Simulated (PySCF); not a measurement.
## Relaxation of triplet [PtF3]+

All numbers come from UB3LYP/[Pt def2-SVP with ECP60, F def2-SVP], scalar-relativistic core potentials, density fitting, no spin–orbit coupling, PySCF. A (50,194) grid was used.

A start at the PBE minimum, of Cs symmetry, held to at least that symmetry:

```xyz
4
charge 1 multiplicity 3, angstrom
Pt    0.0504   -0.0947    0.0000
F     1.7464    0.5911    0.0000
F    -0.8310    1.5443    0.0000
F    -1.4328   -1.1638    0.0000
```

(1) What does it relax to?

(2) How much energy is released, and in how many steps?

## Answers

(1) It ends at C2v with Pt–F 1.811 Å (×2), Pt–F 1.847 Å; F–Pt–F 97.1° (×2), F–Pt–F 165.9° (after a last refinement on a finer grid). A frequency run shows a minimum. Other isomers or separated fragments may lie lower.

(2) 1.4 kJ/mol in 3 steps.

Other spin states or occupations of the open shell can lie lower. Spin–orbit coupling, left out here, can matter for elements this heavy.

The relaxation took 7.5 s on 2 threads of a shared Arm Neoverse V1 host, with 74 basis functions and 4 gradients; the process peaked at 0.53 GiB.
